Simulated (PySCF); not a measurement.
# Excitation energy of Bi²⁺ by level of theory

Bi²⁺ [Xe] 4f14 5d10 6s2 6p1 (2P) → Bi²⁺ [Xe] 4f14 5d10 6s2 7s1 (2S), as a difference of total energies. Computed with PySCF 2.14 in aug-cc-pV5Z-PP with ECP60MDF (8s8p6d4f3g2h, 139 functions), with a scalar-relativistic core potential. Correlated levels: valence: 5s2 5p6 5d10 frozen. The calculations carry no spin-orbit coupling.

```tsv
method	excitation energy (eV)
UHF	9.800
LDA	9.799
PBE	9.611
PBE0	9.761
r2SCAN	9.875
MN15	9.971
r2SCAN0	9.972
BLYP	9.654
MP2 (valence)	9.783
SCS-MP2 (valence)	9.812
```

The promoted electron is Rydberg-like, and one or two diffuse shells describe it only roughly, which tends to raise the upper state.
